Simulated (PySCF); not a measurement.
A GIAO shielding run with PySCF 2.14.0 with density-fitted response routines (density fitting, non-relativistic, gas phase) on `C=C[SiH2][Si@H]([SiH3])OCC`, C4H14OSi3:

```
$ OMP_NUM_THREADS=1 python probes_run.py task.json out

{"job": {"kind": "nmr", "xc": "PBE0", "basis": "pcSseg-1"}, "charge": 0, "multiplicity": 1}
C      4.128103    -0.012395     0.515491
C      3.109501     0.818133     0.665391
Si     1.759174     1.122709    -0.609048
Si    -0.172402     0.179148     0.240972
Si    -0.215691    -2.060755     0.855308
O     -1.154897     0.455499    -1.034826
C     -2.468103     0.035441    -1.242600
C     -3.454469     0.731144    -0.317215
H      4.263577    -0.572963    -0.395025
H      4.875044    -0.174076     1.278774
H      3.029200     1.355916     1.603280
H      2.224260     0.547758    -1.881752
H      1.719924     2.580091    -0.829584
H     -0.688234     0.950395     1.405338
H      0.972978    -2.417636     1.634489
H     -1.374564    -2.465690     1.667157
H     -0.245522    -2.971103    -0.298539
H     -2.708011     0.262373    -2.287311
H     -2.531045    -1.052097    -1.099836
H     -4.469856     0.436713    -0.567381
H     -3.249941     0.461789     0.715840
H     -3.359436     1.808992    -0.420558
```

Hardware: 1 thread of an Arm Neoverse N1, shared host. The job also computes population analyses, field gradients.

(1) How large is the calculation?

(2) How long does it take, and how much memory does it need?

Answers

(1) 88 electrons, 227 basis functions and 1248 auxiliary functions.

(2) 110 s of wall time, with 13 SCF cycles and 5 response iterations; peak memory 1.1 GiB. Times on a shared host scatter by some tens of per cent.
